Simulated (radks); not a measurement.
Results of a calculation; reference values are marked as such.
Si2+, configuration [Ne] 3s2. Level of theory: scalar-relativistic Kohn-Sham, r2SCAN, spin-polarised, spherical densities, finite nucleus; meta-GGA in the generalised Kohn-Sham scheme; Fermi nuclear charge, rms radius 3.1224 fm (a radial shooting solver on a logarithmic mesh with Libxc functionals).

X-ray form factor f0, the Fourier transform of the density (f0(0) = 12):

sin(theta)/lambda (1/angstrom)  f0 (electrons)
0.05                                    11.789
0.1                                     11.226
0.15                                    10.469
0.2                                      9.677
0.25                                     8.947
0.3                                      8.304
0.4                                      7.206
0.5                                      6.218
0.6                                      5.291
0.8                                      3.742
1                                        2.701
1.25                                     1.968
1.5                                      1.599
2                                        1.265
